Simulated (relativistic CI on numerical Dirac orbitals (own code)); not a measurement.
d8 in a ligand field

Computed with a parametric ligand-field model of a d^n configuration (Racah B and C, spin-orbit zeta, crystal field), exact diagonalisation.

Field parameters in Wybourne normalisation: D3d B²₀ = −7Dσ, B⁴₀ = −14Dq − 21Dτ, B⁴₃ = −14√(10/7) Dq; D4h B²₀ = −7Ds, B⁴₀ = 21(Dq − Dt), B⁴₄ = 21√(5/14) Dq; Oh B⁴₀ = 21Dq, B⁴₄ = √(5/14) B⁴₀. The field is a parameter set, without covalency.

(1) Ground term and bands for B = 950, C = 4350, ζ = 0 cm⁻¹, D3d, 10Dq = 8450, Dσ = 350, Dτ = 470 cm⁻¹?

(2) Ground term and bands for B = 490, C = 2460, ζ = 0 cm⁻¹, D4h, 10Dq = 20100, Ds = -560, Dt = 30 cm⁻¹?

(3) Ground term and bands for B = 370, C = 1620, ζ = 0 cm⁻¹, Oh, 10Dq = 7000 cm⁻¹?

(4) Ground term and bands for B = 880, C = 3820, ζ = 0 cm⁻¹, D4h, 10Dq = 8400, Ds = -10, Dt = 1140 cm⁻¹?

(5) Ground term and bands for B = 690, C = 3130, ζ = 0 cm⁻¹, D4h, 10Dq = 12350, Ds = -1500, Dt = 730 cm⁻¹?

Results:

(1) Ground term 3A2 with 2.00 electrons in the two orbitals of the cubic e set. Spin-allowed: 3A1 8925 cm⁻¹ (1121 nm), 3E 10496 cm⁻¹ (953 nm), 3A2 13950 cm⁻¹ (717 nm), 3E 18692 cm⁻¹ (535 nm). Lowest spin-forbidden: 1E 15794 cm⁻¹ (633 nm), 1A1 24272 cm⁻¹ (412 nm), 1E 25160 cm⁻¹ (397 nm).

(2) Ground term 3B1 with 2.00 electrons in the two orbitals of the cubic e set. Spin-allowed: 3E 19660 cm⁻¹ (509 nm), 3B2 20100 cm⁻¹ (498 nm), 3E 24362 cm⁻¹ (410 nm), 3A2 27390 cm⁻¹ (365 nm). Lowest spin-forbidden: 1A1 8238 cm⁻¹ (1214 nm), 1B1 8766 cm⁻¹ (1141 nm), 1A1 16622 cm⁻¹ (602 nm).

(3) Ground term 3A2 with 2.00 electrons in the two orbitals of the cubic e set. Spin-allowed: 3T2 7000 cm⁻¹ (1429 nm), 3T1 10395 cm⁻¹ (962 nm), 3T1 16155 cm⁻¹ (619 nm). Lowest spin-forbidden: 1E 6087 cm⁻¹ (1643 nm), 1A1 10564 cm⁻¹ (947 nm), 1T2 12983 cm⁻¹ (770 nm). With an A2 ground term the first spin-allowed band lies at |10Dq| itself.

(4) Ground term 3E with 3.01 electrons in the two orbitals of the cubic e set. Spin-allowed: 3B1 2112 cm⁻¹, 3A2 2305 cm⁻¹, 3E 6743 cm⁻¹ (1483 nm), 3B2 10512 cm⁻¹ (951 nm). Lowest spin-forbidden: 1A1 12516 cm⁻¹ (799 nm), 1E 13502 cm⁻¹ (741 nm), 1B1 14011 cm⁻¹ (714 nm).

(5) Ground term 3B1 with 2.00 electrons in the two orbitals of the cubic e set. Spin-allowed: 3E 5794 cm⁻¹ (1726 nm), 3A2 11347 cm⁻¹ (881 nm), 3E 11455 cm⁻¹ (873 nm), 3B2 12350 cm⁻¹ (810 nm). Lowest spin-forbidden: 1A1 11015 cm⁻¹ (908 nm), 1B1 11301 cm⁻¹ (885 nm), 1E 16918 cm⁻¹ (591 nm).
